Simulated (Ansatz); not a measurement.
Consider the homolysis of the Ge–O bond: `C[O][Ge]([CH3])([OH])[Cl]` → `[CH3][Ge]([OH])[Cl]`• + `C[O]`•.

Gas-phase electronic energies from Ansatz, PBE0-D4/def2-TZVP geometries. CCSD(T)/CBS is the MP2 limit (def2-TZVPP, def2-QZVPP) plus CCSD(T) − MP2 in def2-TZVPP, frozen cores. Functionals use def2-TZVPP. Open shells (•) are unrestricted, without spin–orbit coupling. For Ge outer-core shells are correlated without core-valence functions, which leaves a few kJ/mol of doubt a bond. Scalar relativity is left out up to krypton. Each species was taken in one conformer, which may not be the lowest.

`C[O][Ge]([CH3])([OH])[Cl]`:

Cartesian coordinates in Å:
```
C 1.675 1.181 -0.826
O 1.066 0.491 0.244
Ge -0.444 -0.376 0.003
C -1.003 -1.097 1.689
O -1.658 0.702 -0.693
Cl -0.100 -1.899 -1.497
H 1.010 1.944 -1.246
H 1.979 0.497 -1.626
H 2.566 1.676 -0.437
H -1.253 -0.274 2.359
H -0.191 -1.683 2.120
H -1.877 -1.730 1.547
H -1.770 0.568 -1.637
```

`[CH3][Ge]([OH])[Cl]`•:

Cartesian coordinates in Å:
```
C 0.215 -0.877 -0.856
Ge -0.059 -0.068 0.906
O -1.333 1.149 0.654
Cl 1.750 1.015 1.479
H -0.706 -1.367 -1.172
H 0.465 -0.070 -1.546
H 1.029 -1.599 -0.810
H -1.361 1.816 1.344
```

`C[O]`•:

```xyz
5

C    -0.051    0.017    0.005
O     1.140    0.648   -0.142
H     0.190   -1.065    0.008
H    -0.738    0.175   -0.839
H    -0.541    0.225    0.968
```

| level | ΔE (eV) |
| --- | --- |
| PBE0-D4 | 3.98 |
| MP2/def2-TZVPP | 4.71 |
| SCS-MP2/def2-QZVPP | 4.63 |
| MP2/CBS(def2) | 4.81 |

Question: What does CCSD(T)/CBS give? (Best estimate.)

Answer: Computed: +4.42 eV. The listed levels differ from it by -0.44, 0.29, 0.21, 0.39 eV.

Largest T1 diagnostic among the species: 0.019.

From PBE to PBE0 (25 % exact exchange), in def2-TZVPP and without D4, ΔE moves by +0.10 eV. The D4 term adds +0.17 eV with B3LYP and +0.10 eV with PBE0; it sums over pairs of atoms, weighted by their polarisabilities, and B3LYP, whose exchange is more repulsive, gets the larger term.

B3LYP here is the variant with VWN-RPA as its local correlation; programs differ in this.
